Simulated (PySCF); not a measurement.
Cards and structures have been mixed up. Pair them.

Structures:
1. `C(CC(Cl)(Cl)Cl)=C=C`
2. `C(C#CC)CC#C`
3. `C[C@@H]1[C@H](F)[C@@H]1OC(F)F`

Card P (geometry GFN2-xTB):
* Rotational constants A, B, C: 1.816, 0.747, 0.703 GHz
* Static isotropic polarisability (PBE0/def2-SVPD): 104.6 au
* Lowest triplet excitation (Tamm–Dancoff) (TDA PBE0/def2-SVPD): 4.54 eV
* Lowest singlet excitation (TDDFT PBE0/def2-SVPD): 5.84 eV (212 nm, f = 0.001)
* Strongest line among the 6 lowest singlet transitions (TDDFT PBE0/def2-SVPD): S6 at 6.71 eV (185 nm, f = 0.043)
* Isotropic shieldings of nuclei other than C and H, by class (GIAO PBE0/pcSseg-1): 482 (3 Cl) ppm

Card Q (geometry GFN2-xTB):
- Rotational constants A, B, C: 19.314, 0.870, 0.845 GHz
- Static isotropic polarisability (PBE0/def2-SVPD): 82.6 au
- Lowest triplet excitation (Tamm–Dancoff) (TDA PBE0/def2-SVPD): 5.42 eV
- Dipole moment (PBE0/def2-SVPD): 0.97 D
- HOMO energy (PBE0/def2-SVPD): -7.31 eV

Card R (geometry GFN2-xTB):
- Rotational constants A, B, C: 2.834, 0.943, 0.924 GHz
- Static isotropic polarisability (PBE0/def2-SVPD): 64.7 au
- Lowest singlet excitation (TDDFT PBE0/def2-SVPD): 7.19 eV (172 nm, f = 0.000)
- Point group: C1
- 13C chemical shifts (computed TMS as zero) by class (GIAO PBE0/pcSseg-1): 126.1 (1 C), 73.5 (1 C), 54.5 (1 C), 18.2 (1 C), 6.5 (1 C) ppm

Each SMILES stands for a single optimised conformer of the isolated species, non-relativistic unless stated; the electronic structure was computed with PySCF and density fitting. NMR classes are plain means over equivalent atoms (diastereotopic ones count apart unless rotation or inversion swaps them), as if these changed places fast.

Problem. Which card belongs to which structure?

Solution. P = 1, Q = 2, R = 3. What ties each card to its structure:
- 1 (card P), C5H5Cl3, monoisotopic mass 169.9 u, 8 heavy atoms: an asymmetric top with C = 0.703 GHz, the lowest such constant on the cards; polarisability 104.6 au for 86 electrons, the largest shown.
- 2 (card Q), C7H8, monoisotopic mass 92.1 u, 7 heavy atoms: an asymmetric top with C = 0.845 GHz; polarisability 82.6 au for 50 electrons; dipole 0.97 D.
- 3 (card R), C5H7F3O, monoisotopic mass 140.0 u, 9 heavy atoms: 5 C in 5 classes; the least shielded carbon (126.1 ppm) is a CHF2 carbon; an asymmetric top with C = 0.924 GHz, the highest such constant on the cards; polarisability 64.7 au for 72 electrons, the smallest shown.
